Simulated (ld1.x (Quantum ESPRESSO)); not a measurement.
# H (Z = 1): one change to an RRKJ potential, before and after

H, norm-conserving RRKJ (Kleinman–Bylander form), made with ld1.x (Quantum ESPRESSO) 7.5 (PBE, non-relativistic). Core none, reference 1s1. Waves: 1s (bound): rc 1.25 bohr; 2p channel at 0.1 Ry: rc 1.00 bohr. Local part: all-electron potential smoothed inside 0.95 bohr (lloc = -1). Core correction: none.

All-electron outer shells of the reference configuration (PBE, non-relativistic, ld1.x):

```json
{"shell": "1s", "level (eV)": "-6.49", "outermost node (bohr)": "–", "outermost maximum (bohr)": "1.03"}
```

Change: all radii scaled by about 0.83 (s 1.04, p 0.82 bohr); local potential all-electron potential smoothed inside 0.78 bohr (lloc = -1).

Cutoffs: the cutoffs (Ry, on a coarse ladder) from which the occupation-weighted sum of valence levels, in a spherical-Bessel basis at the reference potential, stays within 10 and 1 mRy of its value at 400 Ry; they do not see the model core or the augmentation charge, which bear on the density cutoff. Errors are all-electron minus pseudo energies relative to the spin-unpolarised reference configuration.

Q: What does the change do?

A: The potential gets harder (21 Ry and 35 Ry → 25 Ry and 45 Ry); neither file shows a bound ghost. A smaller radius makes the pseudo-wave follow the all-electron one further in, where it bends more sharply, so more plane waves are needed.

| quantity | base | changed |
| --- | --- | --- |
| cutoff, loose | 21 Ry | 25 Ry |
| cutoff, tight | 35 Ry | 45 Ry |
| bound ghosts | none | none |
| error for 1s0.5, meV [ΔE 4.76 eV] | +1.7 | +0.8 |
